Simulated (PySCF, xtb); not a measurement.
C3H2N3, SMILES [c]1ncncn1, multiplicity 2.

Harmonic wavenumbers (cm⁻¹) from GFN2-xTB in xtb at its own minimum, in rising order: 226, 391, 549, 658, 676, 809, 871, 936, 1123, 1130, 1151, 1189, 1236, 1348, 1407, 1599, 3066, 3068.

Task: What does B3LYP-D3(BJ)/def2-SVP in PySCF give at its own minimum? (An estimate is asked for; the answer gives what the named calculation found.)

Result: 331, 393, 647, 712, 759, 964, 996, 1023, 1155, 1172, 1204, 1286, 1411, 1437, 1568, 1608, 3172, 3175. Paired by order, the mean absolute difference is 88 cm⁻¹ and the zero-point energies are 30.6 and 32.9 kcal/mol.
